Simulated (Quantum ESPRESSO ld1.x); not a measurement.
Question: Bi4+, 79 electrons, occupied as [Xe] 4f14 5d10 6s1. Calculated with ld1.x of Quantum ESPRESSO 7.5: scalar-relativistic Kohn-Sham, LDA (Slater exchange, VWN5 correlation), spin-polarised, spherical densities, point nucleus; open shells are filled with parallel spins first. Some entries of the table are withheld. Estimate them.

orbital,occ.,eigenvalue (eV),<r^2> (bohr^2)
1s up,1,-90660.0,0.0003463
1s down,1,-90659.9,0.0003463
2s up,1,-16324.4,0.005246
2s down,1,-16324.4,0.005246
2p up,3,-13972.6,0.004488
2p down,3,-13972.6,0.004488
3s up,1,-3971.63,0.03373
3s down,1,-3971.61,0.03373
3p up,3,-3300.00,0.03505
3p down,3,-3299.98,0.03505
3d up,5,-2625.18,0.02903
3d down,5,-2625.16,0.02903
4s up,1,-942.754,0.1606
4s down,1,-942.718,0.1606
4p up,3,-722.687,0.1844
4p down,3,-722.647,0.1844
4d up,5,-471.347,0.2061
4d down,5,-471.302,0.2061
5s up,1,-199.261,0.7707
5s down,1,-199.167,0.7700
4f up,7,-194.384,0.2321
4f down,7,-194.336,0.2320
5p up,3,-137.118,1.008
5p down,3,-136.974,1.005
5d up,5,-67.8765,1.677
5d down,5,-67.5118,1.660
6s up,1,-51.9007,(1)
6s down,0,-50.9142,(2)
6p up,0,-38.2565,(3)
6p down,0,-37.2723,(4)
7s up,0,-22.3647,16.51
7s down,0,-22.0555,16.89

Answer: 
(1) 6s up <r^2> (bohr^2): 4.201
(2) 6s down <r^2> (bohr^2): 4.199
(3) 6p up <r^2> (bohr^2): 5.991
(4) 6p down <r^2> (bohr^2): 6.066
